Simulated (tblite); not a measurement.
C4H10N2OSi2.
SMILES with atom numbers: `[CH3:1][O:2][Si@@H:3]1[CH2:4][C@@H:5]([C:6]#[N:7])[SiH2:8][NH:9]1` (hydrogens: H10, H11, H12 on C1; H13 on Si3; H14, H15 on C4; H16 on C5; H17, H18 on Si8; H19 on N9)

Structure used (GFN2-xTB), in Å, numbered top down from 1:
```xyz
19
C4H10N2OSi2 angstrom
C      3.1743    0.7693   -0.0301
O      1.9796    0.2358   -0.5221
Si     0.8492   -0.6130    0.2673
C     -0.5278   -0.9767   -0.9779
C     -1.6614    0.0447   -0.7846
C     -2.9007   -0.4625   -1.2720
N     -3.9019   -0.8920   -1.6290
Si    -1.7761    0.5204    1.0723
N     -0.0955    0.3023    1.4074
H      2.9715    1.5709    0.6834
H      3.7379    1.1705   -0.8728
H      3.7667   -0.0022    0.4663
H      1.4261   -1.7733    0.9502
H     -0.9156   -1.9751   -0.7754
H     -0.1907   -0.9754   -2.0138
H     -1.4262    0.9524   -1.3495
H     -2.1711    1.9184    1.2511
H     -2.6307   -0.3961    1.8294
H      0.2828    0.5908    2.2923
```

Computed with GFN2-xTB (tblite): harmonic, unscaled wavenumbers at the GFN2-xTB geometry, gas phase. The method is semi-empirical: single wavenumbers can be off by several per cent or more. Modes of hydrogen on silicon can be 10 to 20 % off. One conformer, not necessarily the lowest.

Harmonic wavenumbers (cm⁻¹): 40.2, 58.1, 82.4, 95.9, 121.5, 146.3, 205.8, 243.5, 263.5, 323.9, 382.0, 407.4, 454.9, 489.4, 524.6, 535.0, 608.1, 646.7, 671.1, 698.9, 726.6, 778.0, 796.2, 823.6, 844.0, 923.5, 1015.1, 1070.8, 1074.7, 1128.6, 1130.7, 1136.8, 1155.0, 1167.2, 1227.5, 1290.0, 1411.7, 1478.9, 1484.3, 1485.7, 2243.6, 2248.9, 2270.4, 2387.2, 2924.3, 2954.3, 2964.9, 2987.4, 2992.8, 3003.6, 3504.4.

A = 2440, B = 692.3, C = 590.9 MHz; mass 158.033 u (most abundant isotopes); point group C1, symmetry number 1.

**Question.** Zero-point energy?

**Answer.** Half the sum of the wavenumbers: 29815 cm⁻¹ = 85.25 kcal/mol.

**Question.** Entropy at 400 K, 1 bar (ideal gas, RRHO, classical rotation)?

**Answer.** Translation 42.57, rotation 31.03, vibration 49.92: S = 123.5 cal/(mol K).

**Question.** And Cp and H(400 K) − H(0)?

**Answer.** Cp = 54.91 cal/(mol K), of which vibrations give 46.96 (their classical limit is 51 R = 101.3); H(400 K) − H(0) = 13.24 kcal/mol without the zero-point energy, 10.06 from vibrations.

**Question.** How do the functions run with temperature in this model?

**Answer.** 
```csv
T (K),S (cal/(mol K)),Cp (cal/(mol K)),H − H(0) (kcal/mol),G − H(0) (kcal/mol),ln q(vib)
150,84.5,27.8,2.73,-9.94,4.23
250,101.4,39.6,6.10,-19.26,7.60
298.15,108.9,44.9,8.14,-24.32,9.19
600,148.7,69.2,25.75,-63.46,18.57
900,179.5,82.5,48.67,-112.86,26.82
```

q(vib) and H(0) count from the zero-point level.

**Question.** What must be added to the electronic energy to get the Gibbs energy at 400 K and 1 bar?

**Answer.** ZPE + [H(400 K) − H(0)] − T·S = 85.25 + 13.24 − 49.41 = 49.08 kcal/mol.

**Question.** Which modes carry the vibrational entropy at 400 K?

**Answer.** 40.2 cm⁻¹: 5.83; 58.1 cm⁻¹: 5.10; 82.4 cm⁻¹: 4.41; 95.9 cm⁻¹: 4.11; 121.5 cm⁻¹: 3.65; 146.3 cm⁻¹: 3.29 cal/(mol K); the other 45 give 23.53 together.

**Question.** Blend soft modes into free rotors: weight 1/[1 + (100 cm⁻¹/ν̃)⁴] for the oscillator and the rest for a rotor with moment μB/(μ + B), μ = h/(8π²ν), B = 10⁻⁴⁴ kg m². What vibrational entropy results?

**Answer.** 45.36 cal/(mol K) in place of 49.92, which changes −T·S at 400 K by +1.82 kcal/mol.

Hindered rotation and anharmonicity are outside this model. Other conformers, if any are populated, would add a mixing term that is left out. The structure is chiral; the term R ln 2 for an equal mix with its mirror image is left out.
